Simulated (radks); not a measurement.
Q: These are the eigenvalues of the occupied orbitals of an atom or ion with whole-number occupations (eV). Method: Dirac Kohn-Sham, PBE, spin-unpolarised, spherical densities, finite nucleus; Fermi nuclear charge, rms radius of each element as measured or else 0.836 A^(1/3) + 0.57 fm; computed with a radial shooting solver on a logarithmic mesh with Libxc functionals.

| orbital | eigenvalue |
|---|---|
| 1s1/2 | -78671.26 |
| 2s1/2 | -17570.89 |
| 2p1/2 | -17086.16 |
| 2p3/2 | -15519.18 |
| 3s1/2 | -7039.373 |
| 3p1/2 | -6860.288 |
| 3p3/2 | -6446.008 |

Which element is it, and in what charge state? The configuration may be excited. Open shells, if any, fill j = l - 1/2 first.

A: Z = 76, osmium, charge +61: Os61+ in [Ne] 3s2 3p3. The list shows which subshells hold electrons but not how many an open one holds; the 1s level, -2891.1 hartree, gives Z - s = 76.0 by -(Z - s)^2/2, which with screening and relativity narrows Z to a few neighbours, and the depths of the outer levels then fix element, charge and occupations together.
